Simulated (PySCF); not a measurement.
Computed IR spectrum (relative IR intensity) of a molecule CH8FNSi2. The structure is a stationary point at TPSSh-D3(BJ)/def2-SVP. Other conformers were not sampled. Level of theory: TPSSh-D3(BJ)/def2-SVP (PySCF 2.14.0). Frequencies are harmonic and unscaled.

Lines under 2 % of the strongest are left out, and lines within 2 cm⁻¹ are merged.

```
ν (cm⁻¹)  relative intensity
--------  ------------------
294                       11
329                       11
414                       22
439                       47
458                      5.0
597                      9.6
671                       11
695                       31
720                      7.4
807                       49
853                      100
880                       30
893                       12
912                       18
936                       58
947                       34
1279                     2.7
1455                     2.1
1561                      18
2217                      44
2236                      46
2261                      63
3033                     3.2
3128                     2.2
3130                     2.1
3542                      10
3636                      12
```

Q: Which molecule gave these data?
(A) FC[SiH2]N[SiH3]
(B) C[Si@@H](F)N[SiH3]
(C) CN[Si@H](F)[SiH3]
(D) C[SiH2][Si@@H](N)F

A: D, C[SiH2][Si@@H](N)F
